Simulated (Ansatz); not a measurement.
C2H5BO can be A, `BCC=O`, or B, `BC1CO1`.

Isolated molecules relaxed with PBE0-D4/def2-TZVP in Ansatz; ΔE leaves out vibrations. CBS: MP2 limit from def2 TZ/QZ plus the TZ coupled-cluster correction, frozen cores. Functionals use def2-TZVPP. One conformer a species, not always the lowest.

Which is lower in electronic energy at CCSD(T)/CBS, and by how much? (Best estimate.)

Computed: A, by 103.0 kJ/mol.

Give E(B) − E(A) in kJ/mol with PBE-D4, PBE0-D4, CCSD/def2-TZVPP, r2SCAN-D4, BLYP-D4, MP2/def2-TZVPP, CCSD(T)/def2-SVP. (Estimate.)

Computed: PBE-D4 95.7, PBE0-D4 94.7, CCSD/def2-TZVPP 105.3, r2SCAN-D4 99.0, BLYP-D4 111.7, MP2/def2-TZVPP 99.0, CCSD(T)/def2-SVP 115.5. None reverses the order clearly.

Does the order hold for the free energy at 298.15 K (harmonic terms from PBE0-D4)? (Best estimate.)

The calculation gave: Yes: G(B) − G(A) = +111.1 kJ/mol, for one conformer each.

Largest T1 diagnostic: 0.014.

At CCSD(T), def2-SVP lies +12.6 kJ/mol from the extrapolated value and def2-TZVPP +0.7 kJ/mol. In def2-TZVPP, CCSD(T) changes the Hartree–Fock value by −21.9 kJ/mol (the triples alone add −1.7 kJ/mol) and MP2 by −26.6 kJ/mol.
